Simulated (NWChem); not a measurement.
C$_{2}$H$_{2}$F$_{2}$; SMILES C(=C/F)/F

Computed with NWChem. All runs use the structure optimised with B3LYP/6-31G* (spherical d). Ions are spin-unrestricted doublets at the neutral geometry; other ion states weren't tried. Functional: LC-ωPBE (HJS hole) with def2-SVP; rows give the range parameter ω in 1/bohr.

For range parameter (1/bohr) 0.30:

| Item | Result |
|---|---|
| −ε(HOMO) (eV) | 9.59 |

Q: What are these values for range parameter (1/bohr) 0.40?

A: 
- −ε(HOMO) (eV) = 10.21
